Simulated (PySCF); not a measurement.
These are PBE-D3(BJ)/def2-TZVP // M06-2X/def2-TZVP in PySCF values and carry that method's errors. Gas-phase values, no solvent. One relaxed conformer stands for a flexible species; it need not be the lowest. 

Reference species (SMILES): `BC=C` (neutral, multiplicity 1).

```yaml
S1 oscillator strength: 0.000
HOMO: -7.48 eV
```

Changed species: `BCF` (X = fluoromethyl; the reference has X = vinyl).

**Question.** What does the change do to the S1 oscillator strength and HOMO?

**Answer.** the S1 oscillator strength hardly moves; the HOMO rises by 0.11 eV, to -7.37 eV.
